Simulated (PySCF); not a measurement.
# MCd cations for M along the chalcogens

PBE0 with double-zeta basis sets in PySCF, for the lowest determinant that a PBE0 search found; no spin–orbit coupling. De refers to high-spin ground-configuration atoms (the charge goes to the atom of lower measured ionisation energy or higher electron affinity, which is not always the lowest computed limit). A positive dipole points towards Cd; it is taken about the centre of mass and depends on that origin.

| M | basis | charged atom | state (unpaired electrons) | Re (Å) | ωe (cm⁻¹) | De (eV) | μ (D) |
| --- | --- | --- | --- | --- | --- | --- | --- |
| O | def2-SVPD | Cd+ | doublet (π ↑) | 2.016 | 505 | 1.03 | 4.12 |
| S | def2-SVP | Cd+ | doublet (π ↑) | 2.354 | 338 | 1.66 | 3.03 |
| Te | def2-SVP | Cd+ | doublet (π ↑) | 2.653 | 186 | 1.83 | 4.62 |

The shortest bond is that of CdO⁺ (2.016 Å), the longest that of CdTe⁺ (2.653 Å).

The rows differ in basis set, which adds steps of its own.

Down a group the atoms grow and get heavier, so bonds lengthen and wavenumbers fall; this series shows no clear exception.

Spin–orbit coupling is left out, which matters for elements this heavy, above all for dissociation energies. For an ion De counts to the pair picked by the measured ionisation energies or electron affinities, which need not be the lowest pair at this level. States were picked by a PBE0 search and need not be the measured ground states.
